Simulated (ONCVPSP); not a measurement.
Plane-wave convergence, ONCV potential for zirconium

* Element: Zr
* Generator: ONCVPSP 4.0.1
* Type: optimised norm-conserving Vanderbilt (ONCV)
* Functional: PBEsol
* Relativity: fully relativistic
* Frozen core: [Ar] 3d10
* Valence charge: 12
* Reference configuration: 4s2 4p6 4d2 5s2
* Partial waves: 4s+5s: rc 2.25 bohr, ncon 5, nbas 9, qcut 5.8 1/bohr, 3 projectors, debl 2.7 Ha; 4p: rc 1.25 bohr, ncon 4, nbas 8, qcut 6.9 1/bohr, 2 projectors, debl 0.8 Ha; 4d: rc 3.05 bohr, ncon 5, nbas 10, qcut 5.7 1/bohr, 2 projectors, debl 2.7 Ha
* Local potential: polynomial inside 0.90 bohr (lpopt 5, dvloc0 0 Ha)
* Core correction: none

Open shells are filled in proportion to 2j + 1.

In the p channel the program set the typed energies aside and used -1.170, 0.250 Ha (j = l + 1/2; the other j can differ).

Question: For each optimised wave give the share of its norm inside rc, the residual kinetic energy above qcut (Ha) and the cutoffs (Ha) for errors of 10, 1, 0.1 and 0.01 mHa per electron.

Answer:

```
               wave  norm inside rc  residual KE  10 mHa  1 mHa  0.1 mHa  0.01 mHa
                 4s           0.980      5.9e-06     7.5   11.5     14.0      16.9
                 5s           0.103      5.8e-06     3.3   10.5     13.7      16.6
      s projector 3           0.145      2.2e-04    10.4   14.8     19.0      56.3
           4p j=3/2           0.437      1.1e-03    16.4   24.1    100.1     129.1
p projector 2 j=3/2           0.074      4.0e-04     7.3   20.4     68.1     166.8
           4p j=1/2           0.463      1.3e-03    16.6   25.4    108.6     132.3
p projector 2 j=1/2           0.075      4.3e-04     7.4   20.8     61.6     164.5
           4d j=5/2           0.789      9.6e-08     8.0   10.4     12.3      13.7
d projector 2 j=5/2           0.230      1.2e-05    10.8   12.9     14.6      17.8
           4d j=3/2           0.797      1.0e-07     8.1   10.5     12.4      13.7
d projector 2 j=3/2           0.231      1.2e-05    10.9   12.9     14.6      17.9
```

The occupied waves need 25 Ha and 109 Ha for 1 and 0.1 mHa. Note: no bound ghost flagged; GHOST(+) flagged for s at 103.4 eV, p3/2 at 224.7 eV.
